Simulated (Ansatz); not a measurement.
A search over several starts for the lowest SCF solution of the cluster Ge₂Te₃⁻ at the given spin, in a small basis.

```yaml
crystal:
  periodic: [false, false, false]
  atoms:
    - {symbol: Ge, position_ang: [1.014663, 0.306816, 0.555272]}
    - {symbol: Ge, position_ang: [-1.179213, -1.397156, -1.724004]}
    - {symbol: Te, position_ang: [0.714729, 2.066334, 2.309146]}
    - {symbol: Te, position_ang: [-0.589811, -1.883666, 0.776122]}
    - {symbol: Te, position_ang: [0.039621, 0.907662, -1.916536]}
basis:
  gaussian: {orbitals: def2-SVP, initial_orbitals: start.molden}
total_charge: -1
magnetization: {spin_polarized: true, initial_magnetization: 1}
hamiltonian: {xc: pbe0, dispersion: d4}
output: {orbitals: {seedname: orbitals}}
```

The file start.molden holds the orbitals of an earlier run on this structure, at another level or in another basis.

```sh
$ ansatz run in.yaml --threads 4 --pin off --events-out ev --progress --plain --max-ram 4787MiB
```

Output, abridged:

```
Functional definition: PBE0
1630 factors; integrals over basis functions are off by at most 2.3e-4 eV
mean field evaluation 1: about -134867.5589 eV, gradient 8.2e1 eV
mean field evaluation 2: about -134878.6438 eV, gradient 1.6e1 eV
mean field evaluation 4: about -134893.1125 eV, gradient 5.2e0 eV
mean field evaluation 8: about -134894.5219 eV, gradient 9.3e-2 eV
mean field evaluation 16: about -134894.1539 eV, gradient 6.5e0 eV
mean field evaluation 32: about -134894.5220 eV, gradient 7.2e-4 eV
mean field -134894.52204921 eV, -4957.2822505174 hartree, gradient 1.5e-5 eV, S^2 0.759973; 5 other end points of the search recorded, 0 dependent functions left out
reference -134894.52207531 eV, -4957.2822514765 hartree; 69, 68 occupied and 73, 74 virtual orbitals, 1630 factors
Total energy: -134894.89384947 eV, -4957.2959139248 hartree
```

It took 17 s on 4 threads of Arm Neoverse V1 on a shared host, peak host memory 0.83 GiB.

In the def2 sets Te takes a core potential; there is no spin–orbit coupling. Another isomer (doublet) lies 0.56 eV lower at PBE0-D4/def2-TZVPD; other spin states weren't run for this one.
